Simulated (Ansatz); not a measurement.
Consider the substitution at a C–I bond: `C=CCI` + `FC(F)(F)S` → `C=CCSC(F)(F)F` + HI.

Gas-phase electronic energies from Ansatz, PBE0-D4/def2-TZVP geometries. CBS: MP2 limit from def2 TZ/QZ plus the TZ coupled-cluster correction, frozen cores. DFT in def2-TZVPP. B3LYP here is the variant with VWN-RPA as its local correlation; programs differ in this. Elements past krypton have def2 core potentials. For I outer-core shells are correlated without core-valence functions, which leaves a few kJ/mol of doubt a bond. One conformer a species, not always the lowest.

`C=CCI`:

Z-matrix (Å, degrees):
```
C
C 1 1.475
I 1 2.166 2 111.0
H 1 1.087 2 112.9 3 -118.1
H 1 1.088 2 113.1 3 115.7
C 2 1.327 1 123.6 3 113.5
H 2 1.087 1 116.4 3 -66.8
H 6 1.085 2 121.4 1 -1.1
H 6 1.083 2 121.4 1 178.9
```

`FC(F)(F)S`:

```xyz
6

F     1.400    0.910    0.134
C     0.323    0.203   -0.200
F     0.719   -0.837   -0.934
F    -0.445    0.961   -0.983
S    -0.511   -0.295    1.321
H    -1.485   -0.943    0.662
```

`C=CCSC(F)(F)F`:

Cartesian coordinates in Å:
```
C 0.050 -1.867 0.708
C -0.594 -0.732 0.936
C -1.210 0.090 -0.139
S -0.605 1.802 -0.219
C 1.098 1.514 -0.733
F 1.881 1.044 0.238
F 1.189 0.655 -1.753
F 1.606 2.682 -1.128
H 0.174 -2.256 -0.297
H 0.479 -2.445 1.518
H -0.691 -0.350 1.948
H -2.279 0.236 0.042
H -1.099 -0.372 -1.121
```

HI:

Z-matrix (Å, degrees):
```
I
H 1 1.610
```

```json
{"level": "PBE-D4", "ΔE (kcal/mol)": "-0.6", "difference from CCSD(T)/CBS": "-0.7"}
{"level": "r2SCAN-D4", "ΔE (kcal/mol)": "-1.0", "difference from CCSD(T)/CBS": "-1.1"}
{"level": "PBE0-D4", "ΔE (kcal/mol)": "-1.1", "difference from CCSD(T)/CBS": "-1.2"}
{"level": "B3LYP-D4", "ΔE (kcal/mol)": "-0.4", "difference from CCSD(T)/CBS": "-0.5"}
{"level": "ωB97X-V", "ΔE (kcal/mol)": "-2.0", "difference from CCSD(T)/CBS": "-2.1"}
{"level": "ωB97M-V", "ΔE (kcal/mol)": "-1.8", "difference from CCSD(T)/CBS": "-1.9"}
{"level": "B2PLYP", "ΔE (kcal/mol)": "0.4", "difference from CCSD(T)/CBS": "0.3"}
{"level": "PBE", "ΔE (kcal/mol)": "0.3", "difference from CCSD(T)/CBS": "0.2"}
{"level": "r2SCAN", "ΔE (kcal/mol)": "-0.6", "difference from CCSD(T)/CBS": "-0.7"}
{"level": "PBE0", "ΔE (kcal/mol)": "-0.2", "difference from CCSD(T)/CBS": "-0.3"}
{"level": "B3LYP", "ΔE (kcal/mol)": "0.9", "difference from CCSD(T)/CBS": "0.8"}
{"level": "HF/def2-TZVPP", "ΔE (kcal/mol)": "0.3", "difference from CCSD(T)/CBS": "0.2"}
{"level": "MP2/def2-TZVPP", "ΔE (kcal/mol)": "0.3", "difference from CCSD(T)/CBS": "0.2"}
{"level": "SCS-MP2/def2-TZVPP", "ΔE (kcal/mol)": "0.5", "difference from CCSD(T)/CBS": "0.4"}
{"level": "CCSD/def2-TZVPP", "ΔE (kcal/mol)": "-0.5", "difference from CCSD(T)/CBS": "-0.6"}
{"level": "CCSD(T)/def2-TZVPP", "ΔE (kcal/mol)": "-0.5", "difference from CCSD(T)/CBS": "-0.6"}
{"level": "HF/def2-QZVPP", "ΔE (kcal/mol)": "0.4", "difference from CCSD(T)/CBS": "0.3"}
{"level": "MP2/def2-QZVPP", "ΔE (kcal/mol)": "0.7", "difference from CCSD(T)/CBS": "0.6"}
{"level": "SCS-MP2/def2-QZVPP", "ΔE (kcal/mol)": "0.8", "difference from CCSD(T)/CBS": "0.7"}
{"level": "HF/CBS(def2)", "ΔE (kcal/mol)": "0.4", "difference from CCSD(T)/CBS": "0.3"}
{"level": "MP2/CBS(def2)", "ΔE (kcal/mol)": "0.9", "difference from CCSD(T)/CBS": "0.8"}
{"level": "CCSD/CBS(def2)", "ΔE (kcal/mol)": "0.1", "difference from CCSD(T)/CBS": "0.0"}
{"level": "CCSD(T)/CBS", "ΔE (kcal/mol)": "0.1", "difference from CCSD(T)/CBS": "0"}
```

Largest T1 diagnostic among the species: 0.012.

The D4 term adds −1.3 kcal/mol with B3LYP and −0.9 kcal/mol with PBE0; it sums over pairs of atoms, weighted by their polarisabilities, and B3LYP, whose exchange is more repulsive, gets the larger term.
